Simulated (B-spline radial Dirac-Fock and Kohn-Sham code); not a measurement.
Z = 19 (potassium), transition energy 1000 keV. Calculated with a radial B-spline solver, using a Dirac-Hartree-Slater potential of the neutral atom with a Latter tail (no hole, which puts coefficients of high multipoles low close above an edge), finite nucleus with surface currents. Subshells that would emit electrons below 1 keV are left out.

Q: A pure transition shows α(K) = 0.000240, L1/L2 = 128 and L1/L3 = 280. What is its multipolarity?
A. M3
B. E3
C. M4
D. E4
E. E2
F. M1
G. M2
H. E1

A: A. For comparison, α(K), L1/L2, L1/L3 are E1 3.19e-05, 495, 186; E2 7.31e-05, 241, 183; E3 0.000154, 123, 155; E4 0.000313, 71.5, 121; M1 5.32e-05, 335, 343; M2 0.000116, 195, 391; M4 0.000487, 89.9, 166.
